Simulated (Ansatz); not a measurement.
Input and output for CH3FO2Si, SMILES `O[Si]1(F)CO1`.

```yaml
crystal:
  periodic: [false, false, false]
  atoms:
    - {symbol: O, position_ang: [-0.166609, 1.155292, 1.523313]}
    - {symbol: Si, position_ang: [0.498506, 0.217800, 0.388455]}
    - {symbol: F, position_ang: [1.969621, -0.037527, 0.887845]}
    - {symbol: C, position_ang: [-0.296831, -0.865608, -0.782998]}
    - {symbol: O, position_ang: [0.240824, 0.507876, -1.188211]}
    - {symbol: H, position_ang: [-1.013019, 1.557954, 1.320281]}
    - {symbol: H, position_ang: [-1.374944, -0.926292, -0.912968]}
    - {symbol: H, position_ang: [0.234552, -1.666694, -1.291516]}
basis:
  gaussian: {orbitals: def2-TZVPPP}
hamiltonian: {xc: {name: BHLYP}}
output: {forces: true}
```

```sh
$ ansatz run in.yaml --threads 2 --pin off --events-out ev --progress --plain --max-ram 4352MiB
```

Output, abridged:

```
Error: <dir> can't be read: No such file or directory (os error 2)
```
